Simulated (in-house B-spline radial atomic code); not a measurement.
Configurations of neutral promethium, with energies counted from [Xe] 4f5 6s2. Computed with a B-spline radial code for spherical atoms: scalar-relativistic (X2C) B97-1, spin-polarised, spherical fractional occupations, exact exchange averaged over the configuration, Fermi nucleus of rms radius 4.962 fm. Shells without spins written out take the highest spin.

Occupations are held fixed; configurations that lie above the ionisation limit could autoionise.

```json
{"configuration": "[Xe] 4f4 6s2 6p1", "E - E(ref) (eV)": "5.0755", "highest orbital": "6p up", "its <r> (bohr)": "5.04"}
{"configuration": "[Kr] 4d10 4f5 5s2 5p5 6s2 7d1", "E - E(ref) (eV)": "25.186", "highest orbital": "7d up", "its <r> (bohr)": "19.97"}
{"configuration": "[Kr] 4d9 4f6 5s2 5p6 6s2", "E - E(ref) (eV)": "116.39", "highest orbital": "6s down", "its <r> (bohr)": "4.508"}
{"configuration": "[Kr] 4d9 4f5 5s2 5p6 5d1 6s2", "E - E(ref) (eV)": "120.91", "highest orbital": "5d up", "its <r> (bohr)": "2.731"}
```

(1) Order these further configurations by energy, lowest first.
A. [Kr] 4d9 4f5 5s2 5p6 6s2 6d1
B. [Xe] 4f5 5d1 6s1
C. [Kr] 4d9 4f5 5s2 5p6 6s2 6p1
D. [Kr] 4d10 4f6 5s2 5p5 6s2

Answers

(1) B (1.5931 eV), D (19.28 eV), C (123.2 eV), A (125.91 eV).
